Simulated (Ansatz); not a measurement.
These are r2SCAN-D4/def2-TZVP (Ansatz, a quantum-chemistry and plane-wave program) values and carry that method's errors. No frequencies were computed at this level.

Ansatz 0.2 input:
```yaml
crystal:
  periodic: [false, false, false]
  atoms:
    - { symbol: Al, position_ang: [-0.167529, 0.007156, -0.002224] }
    - { symbol: Br, position_ang: [2.071367, -0.083442, 0.023196] }
    - { symbol: H, position_ang: [-1.004019, -1.278704, -0.012057] }
    - { symbol: H, position_ang: [-0.899818, 1.35499, -0.008916] }
basis:
  gaussian: { orbitals: def2-tzvp }
hamiltonian:
  xc: r2scan
  dispersion: d4
relax:
  max_steps: 150
```

Output:

```
Functional definition: r2SCAN
723 factors; their error is unknown
mean field evaluation 1: about -76675.4988 eV, gradient 1.4e1 eV
mean field evaluation 2: about -76676.0168 eV, gradient 6.9e0 eV
mean field evaluation 4: about -76676.1541 eV, gradient 3.4e-1 eV
mean field evaluation 8: about -76676.1262 eV, gradient 7.1e-2 eV
mean field -76676.12622314 eV, -2817.7956657552 hartree, gradient 6.5e-5 eV, S^2 0.000000; 0 other end points of the search recorded, 0 dependent functions left out
reference -76676.12623407 eV, -2817.7956661572 hartree; 25, 25 occupied and 72, 72 virtual orbitals, 723 factors
relax step   1: F+E_penalty+E_count = -76676.13807243 eV  Δ(F+E_penalty+E_count) = +0.000e0 eV  max|allowed force component| = 6.639e-1 eV/Å  Δτ_max = 0.0000 Å  (23 SCF iters, accepted)
these checks for a lower state are left out or cut short: starts, cluster_reference, orbital_swaps, neighbouring_geometries, increment
723 factors; their error is unknown
mean field evaluation 16: about -76676.1963 eV, gradient 9.8e-3 eV
mean field -76676.16863489 eV, -2817.7972243584 hartree, gradient 1.2e-5 eV, S^2 0.000000; 0 other end points of the search recorded, 0 dependent functions left out
reference -76676.16864580 eV, -2817.7972247595 hartree; 25, 25 occupied and 72, 72 virtual orbitals, 723 factors
relax step   2: F+E_penalty+E_count = -76676.18046631 eV  Δ(F+E_penalty+E_count) = -4.239e-2 eV  max|allowed force component| = 8.458e-2 eV/Å  Δτ_max = 0.0862 Å  (28 SCF iters, accepted)
these checks for a lower state are left out or cut short: starts, cluster_reference, orbital_swaps, neighbouring_geometries, increment
723 factors; their error is unknown
mean field -76676.16970205 eV, -2817.7972635759 hartree, gradient 1.1e-5 eV, S^2 0.000000; 0 other end points of the search recorded, 0 dependent functions left out
reference -76676.16971298 eV, -2817.7972639776 hartree; 25, 25 occupied and 72, 72 virtual orbitals, 723 factors
relax step   3: F+E_penalty+E_count = -76676.18152222 eV  Δ(F+E_penalty+E_count) = -1.056e-3 eV  max|allowed force component| = 1.902e-2 eV/Å  Δτ_max = 0.0134 Å  (29 SCF iters, accepted)
these checks for a lower state are left out or cut short: starts, cluster_reference, orbital_swaps, neighbouring_geometries, increment
723 factors; their error is unknown
mean field evaluation 32: about -76676.1697 eV, gradient 7.3e-5 eV
mean field -76676.16972005 eV, -2817.7972642374 hartree, gradient 7.3e-5 eV, S^2 0.000000; 0 other end points of the search recorded, 0 dependent functions left out
reference -76676.16973098 eV, -2817.7972646390 hartree; 25, 25 occupied and 72, 72 virtual orbitals, 723 factors
relax step   4: F+E_penalty+E_count = -76676.18154127 eV  Δ(F+E_penalty+E_count) = -1.904e-5 eV  max|allowed force component| = 3.312e-3 eV/Å  Δτ_max = 0.0016 Å  (19 SCF iters, accepted)
723 factors; their error is unknown
mean field -76676.16972005 eV, -2817.7972642374 hartree, gradient 7.3e-5 eV, S^2 0.000000; 1 other end points of the search recorded, 0 dependent functions left out
reference -76676.16973098 eV, -2817.7972646390 hartree; 25, 25 occupied and 72, 72 virtual orbitals, 723 factors
Total energy: -76676.18155219 eV, -2817.7976990606 hartree
Atom 0 at    -0.199023     0.007958    -0.002221 Å, force     0.003312    -0.000123     0.000036 eV/Å
Atom 1 at     2.056110    -0.082218     0.022942 Å, force    -0.002188     0.000087    -0.000024 eV/Å
Atom 2 at    -0.984258    -1.356648    -0.012030 Å, force    -0.000586    -0.000556    -0.000007 eV/Å
Atom 3 at    -0.872828     1.430908    -0.008693 Å, force    -0.000538     0.000593    -0.000005 eV/Å
Dipole moment:    -0.238562     0.009539    -0.002662 e Å
```

Cost: around 10 core-seconds (rough).
